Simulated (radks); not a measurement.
The numbers below are computed, except where a source is named.
The bismuth anion Bi3-, [Rn], held by a Watson sphere: a shell of charge +3.67 at radius R that stands for the Madelung well of a crystal (potential energy -3.67/R inside, -3.67/r outside, in hartree with lengths in bohr). Code: a radial shooting solver on a logarithmic mesh with Libxc functionals. Model: scalar-relativistic Kohn-Sham, LDA (Slater exchange, Perdew-Wang correlation), spin-polarised, spherical densities, finite nucleus; Fermi nuclear charge, rms radius of each element as measured or else 0.836 A^(1/3) + 0.57 fm. Response by self-consistent Sternheimer equations with the Hartree and adiabatic LDA kernel, the relativistic mass of each level held fixed and spin-orbit coupling left out. The sphere does not respond.

| R (bohr) | e(5d) (eV) | e(6s) (eV) | e(6p) (eV) | <r> 6p (bohr) | sum of <r^2> (bohr^2) | X-ray form factor at sin(theta)/lambda = 0.3 1/angstrom | alpha (bohr^3) |
|---|---|---|---|---|---|---|---|
| 2.65 | -32.558 | -21.920 | -11.978 | 2.778 | 96.09 | 62.123 | 42.79 |
| 3.06 | -30.849 | -20.128 | -10.922 | 2.948 | 103.4 | 62.216 | 55.54 |
| 3.07 | -30.815 | -20.089 | -10.896 | 2.953 | 103.6 | 62.218 | 55.89 |
| 3.25 | -30.244 | -19.410 | -10.438 | 3.028 | 106.9 | 62.256 | 62.83 |
| 3.4 | -29.826 | -18.889 | -10.066 | 3.090 | 109.7 | 62.284 | 69.25 |
| 3.66 | -29.201 | -18.079 | -9.448 | 3.197 | 114.6 | 62.324 | 81.88 |
| 4.22 | -28.160 | -16.673 | -8.254 | 3.420 | 125.4 | 62.374 | 116.3 |
| 5.02 | -27.124 | -15.267 | -6.871 | 3.721 | 141.7 | 62.396 | 186.3 |
